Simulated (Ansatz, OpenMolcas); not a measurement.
**Errors in the atomisation enthalpy at 298 K**

6 molecules; the atomisation enthalpy at 298 K in kJ/mol, computed less measured. Shapes, held fixed at every level: PBE0-D4/def2-TZVP. Flexible molecules stand in one conformer, not always the lowest. Thermal terms are harmonic and unscaled (B2PLYP/cc-pVTZ, PBE0-D4/def2-TZVP); the spin-orbit lowering of the free atoms is taken from their spectra. Programs: Ansatz 0.2.0, OpenMolcas 26.06. Measured values: Active Thermochemical Tables, CRC Handbook of Chemistry and Physics, NIST-JANAF tables.

Levels: A = PBE/STO-3G; B = M06-2X/def2-TZVP; C = RPA@PBE0/def2-TZVP; D = CCSD/def2-TZVP.

```tsv
molecule	from tabulated heats	A	B	C	D
IBr (iodine monobromide)	178	+54	-48	-46	-46
SF2 (sulfur difluoride)	732	-13	-7	-95	-91
CHNS (isothiocyanic acid)	1557	+160	+3	-136	-140
HNO2 (nitrous acid)	1268	+17	-16	-138	-142
N2H3 (hydrazinyl radical)	1374	+83	-8	-127	-122
C2H4 (SMILES C=C)	2253	+466	-12	-139	-109
```

**Question.** Which level does best on this set, which worst, and which err to one side?

**Answer.** 
| level | kind | mean error | mean absolute error | worst case |
| --- | --- | --- | --- | --- |
| PBE/STO-3G | GGA | +127.8 | 132.2 | C2H4 |
| M06-2X/def2-TZVP | global hybrid | -14.7 | 15.7 | IBr |
| RPA@PBE0/def2-TZVP | RPA | -113.5 | 113.5 | C2H4 |
| CCSD/def2-TZVP | coupled cluster or CI | -108.3 | 108.3 | HNO2 |

On this set M06-2X/def2-TZVP has the smallest mean absolute error and PBE/STO-3G the largest. Without C2H4 the largest would be that of RPA@PBE0/def2-TZVP. PBE/STO-3G is too high in 5 of 6; M06-2X/def2-TZVP is too low in 5 of 6; RPA@PBE0/def2-TZVP is too low in 6 of 6; CCSD/def2-TZVP is too low in 6 of 6. The heats of SF2 come from older tables and can be uncertain by 10 kJ/mol or more. The molecules' own spin-orbit binding is left out, so errors for heavy halides read too negative. Heats of the atoms come from ATcT where it has them. The levels differ in basis as well as in method. For PBE/STO-3G and RPA@PBE0/def2-TZVP the error tends to grow with the atomisation enthalpy. Correlated wave functions converge slowly with the basis. CCSD also lacks the triples, which bind further. Open shells run unrestricted. For atoms past krypton def2 sets carry core potentials with scalar relativity. All-electron rows are non-relativistic unless named. Relativity is left out for Br. Outer-core shells of Br, I are correlated, in sets that cover them unevenly. The set is small.
